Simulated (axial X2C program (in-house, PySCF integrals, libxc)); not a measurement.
## CsH⁺: cheaper levels and CCSD(T), with spin–orbit coupling

Calculated with an axial X2C code built on PySCF integrals. Two-component (2c) means X2C with spin–orbit coupling and atomic mean-field two-electron Coulomb and Gaunt terms. Basis: Cs dyall-cv3z [15s15p9d4f1g], H dyall-v3z [6s2p1d] (cores contracted in-house); Gaussian nuclei, density fitting, unrestricted open shells. Masses: Cs 132.905 u, H 1.008 u.

State: Ω = 1/2 (⟨Sz⟩ = 0.50, ⟨Lz⟩ = 0.00 at HF); fragments Cs+ + H.

```tsv
level	Re (Å)	ωe (cm⁻¹)	De (eV)
PBE0	3.505	164.1	0.029
HF	3.766	122.1	0.015
MP2	3.516	166.4	0.026
CCSD	3.500	170.6	0.026
PBE50	3.506	158.8	0.026
```

Correlated methods: 9 electrons correlated (number of frozen shells: Cs 4 s, 3 p, 2 d; H none), 229 virtual spin orbitals or spinors in MP2, 67 natural virtuals in coupled cluster.

CCSD(T), same Hamiltonian and basis:

Re = 3.492 Å, ωe = 171.3 cm⁻¹, De = 0.03 eV; T1 = 0.002 (Lee–Taylor normalisation).

**Question.** Give the differences from CCSD(T) in the columns below.

**Answer.** 

| level | ΔRe (Å) | Δωe (cm⁻¹) |
| --- | --- | --- |
| PBE0 | 0.013 | -7.2 |
| HF | 0.274 | -49.2 |
| MP2 | 0.024 | -4.9 |
| CCSD | 0.008 | -0.7 |
| PBE50 | 0.014 | -12.5 |

One determinant describes the state; a PBE0 search over occupations chose it and may have missed a lower one. De is counted from the lowest determinant-based energies of the atoms at the same level, without counterpoise correction. Density functionals use the spin component along the axis (collinear). Coupled cluster ran in a truncated set of natural virtual spinors; the MP2 energy of the rest was added. (T) has no such correction and the atoms are truncated less, which lowers De at CCSD(T) by a hundredth of an eV or more. Under one Hamiltonian the search converged a single determinant, so lower ones may well exist. The bond is weak, and without diffuse functions and with truncated virtuals even CCSD(T) can be tens of per cent off in De.
